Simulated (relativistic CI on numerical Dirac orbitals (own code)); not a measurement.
**Zn VI: sensitivity of the levels to the model**

Base calculation: Dirac-Coulomb-Breit CI, separate exchange-only KLI orbitals for each configuration, a model potential for QED, valence Slater integrals scaled by 0.85, P86 correlation energy added to each configuration.

Configurations in the expansion (outside the closed core [Ne]): 3s2 3p6 3d7, 3s2 3p6 3d6 4s, 3s2 3p6 3d6 4p, 3s2 3p5 3d8, 3s2 3p6 3d6 4d, 3s2 3p6 3d6 5s, 3s2 3p4 3d9, 3s2 3p6 3d6 5p, 3s2 3p6 3d6 4f, 3s 3p6 3d8, 3s2 3p6 3d5 4s2, 3s2 3p6 3d6 5d, 3s2 3p6 3d6 5f, 3s2 3p6 3d6 5g, 3s2 3p5 3d7 4s, 3p6 3d9. Levels of other configurations are missing.

Variants: (1) Slater integrals left unscaled; (2) no correlation estimate; (3) Breit term removed; (4) only the first configuration. Shifts of the energy above 3s2 3p6 3d7 4F_9/2, in cm⁻¹, for the lowest level and the first level of each name with at least 55 % of one term (blank where a level changes its place among those of its configuration and J or its character, or is not in the variant):

```
              Level     Base     Δ(1)   Δ(2)    Δ(3)     Δ(4)  Measured
 3s2 3p6 3d7 4F_9/2      0.0      0.0    0.0     0.0      0.0       0.0
 3s2 3p6 3d7 4F_7/2   2097.7    -10.6   -0.1   +65.5     +5.5    2132.0
 3s2 3p6 3d7 4F_5/2   3545.2     +3.9   -0.2  +106.7    +25.7    3618.0
 3s2 3p6 3d7 4F_3/2   4504.8    +21.3   -0.3  +128.5    +44.2    4613.0
 3s2 3p6 3d7 4P_5/2  21702.4  +3341.7  -10.2   -49.5  +2032.6   23455.0
 3s2 3p6 3d7 4P_3/2  21733.5  +3375.2   -8.8  -126.8  +2334.6   23641.0
 3s2 3p6 3d7 4P_1/2  23055.7  +3338.6   -9.7   +30.4  +2132.5   24875.0
 3s2 3p6 3d7 2G_9/2  23466.1  +3805.0   +3.5   +70.0   +237.9   25266.0
 3s2 3p6 3d7 2G_7/2  25422.5  +3778.1   +3.4  +183.8   +302.0   27286.0
 3s2 3p6 3d7 2P_3/2  27437.7  +3692.6   -3.9   -10.6  +3930.4   30381.0
 3s2 3p6 3d7 2P_1/2  29197.7  +3624.7   -3.1  +137.9  +4294.4   32157.0
 3s2 3p6 3d7 2D_5/2  30831.3  +4339.3   -2.7    +9.7  +3525.6   34770.0
3s2 3p6 3d7 2H_11/2  32513.2  +5663.8   +3.1  +228.5  -1081.2   34066.0
 3s2 3p6 3d7 2D_3/2  34155.0  +4255.7   -2.7  +259.5  +3556.7   37908.0
```

At this charge configurations can still be misplaced by up to about 7 % of their energy. 39 of the 48 excited levels that our extract of the measured tables holds in this range could be paired (the sources list more); they are missed by 3014 cm⁻¹ on average and 8006 at most, and levels without a partner can miss by more.

Measured levels: Sugar and Musgrove, J. Phys. Chem. Ref. Data 24, 1803 (1995).

Ionisation energy from the two ground configurations alone: base 109.182 eV; Slater integrals left unscaled 108.804 eV; no correlation estimate 107.682 eV. The NIST ASD value (semi-empirical) is 108 eV.
